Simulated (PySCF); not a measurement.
Nonlinear optical response: SMILES S=CC1=CC2=CC=CC2=C1, C$_{9}$H$_{6}$S

Molfile (atoms numbered from 1):
```
C9H6S
     RDKit          3D

 16 17  0  0  0  0  0  0  0  0999 V2000
    3.9926    0.1728    1.0683 S   0  0  0  0  0  0  0  0  0  0  0  0
    2.9938   -0.2205   -0.1798 C   0  0  0  0  0  0  0  0  0  0  0  0
    1.5947   -0.1341   -0.1421 C   0  0  0  0  0  0  0  0  0  0  0  0
    0.7169   -0.4522   -1.1622 C   0  0  0  0  0  0  0  0  0  0  0  0
   -0.6056   -0.2107   -0.6807 C   0  0  0  0  0  0  0  0  0  0  0  0
   -1.9291   -0.2589   -1.0087 C   0  0  0  0  0  0  0  0  0  0  0  0
   -2.6869    0.1939    0.1451 C   0  0  0  0  0  0  0  0  0  0  0  0
   -1.8479    0.5134    1.1610 C   0  0  0  0  0  0  0  0  0  0  0  0
   -0.4949    0.2737    0.6901 C   0  0  0  0  0  0  0  0  0  0  0  0
    0.8087    0.3258    1.0295 C   0  0  0  0  0  0  0  0  0  0  0  0
    3.4450   -0.5733   -1.1025 H   0  0  0  0  0  0  0  0  0  0  0  0
    0.9819   -0.8151   -2.1382 H   0  0  0  0  0  0  0  0  0  0  0  0
   -2.3706   -0.5690   -1.9393 H   0  0  0  0  0  0  0  0  0  0  0  0
   -3.7596    0.2562    0.1603 H   0  0  0  0  0  0  0  0  0  0  0  0
   -2.1142    0.8761    2.1356 H   0  0  0  0  0  0  0  0  0  0  0  0
    1.2673    0.6308    1.9522 H   0  0  0  0  0  0  0  0  0  0  0  0
  1  2  2  0
  2  3  1  0
  3  4  2  0
  4  5  1  0
  5  6  2  0
  6  7  1  0
  7  8  2  0
  8  9  1  0
  9 10  2  0
 10  3  1  0
  9  5  1  0
  2 11  1  0
  4 12  1  0
  6 13  1  0
  7 14  1  0
  8 15  1  0
 10 16  1  0
M  END
```

Method: quadratic response wB97X-D/def2-SVPD first hyperpolarisability, Taylor convention, gas phase (PySCF). Geometry: GFN2-xTB.

Problem. What is the first hyperpolarisability, and how does it disperse?

Solution. In 10⁻³⁰ esu, Taylor convention; the vector part is βᵢ = ⅓ Σⱼ (βᵢⱼⱼ + βⱼᵢⱼ + βⱼⱼᵢ); β∥ is 3/5 of the vector part along the dipole, the dipole points from − to +:
| process | λ (nm) | β vector norm | β∥ | β HRS | depolarisation ratio |
| --- | --- | --- | --- | --- | --- |
| static β(0;0,0) | ∞ | 24.69 | 13.22 | 10.08 | 5.26 |

Second harmonics within 0.3 eV of the first excitation or beyond it are left out.

Problem. Which lowest excitations, dipole and polarisabilities go with it?

Solution. S1 1.45 eV (f = 0.017); S2 2.05 eV (f = 0.000); S3 3.42 eV (f = 0.000); dipole 4.90 D; isotropic α 148.2 au static.
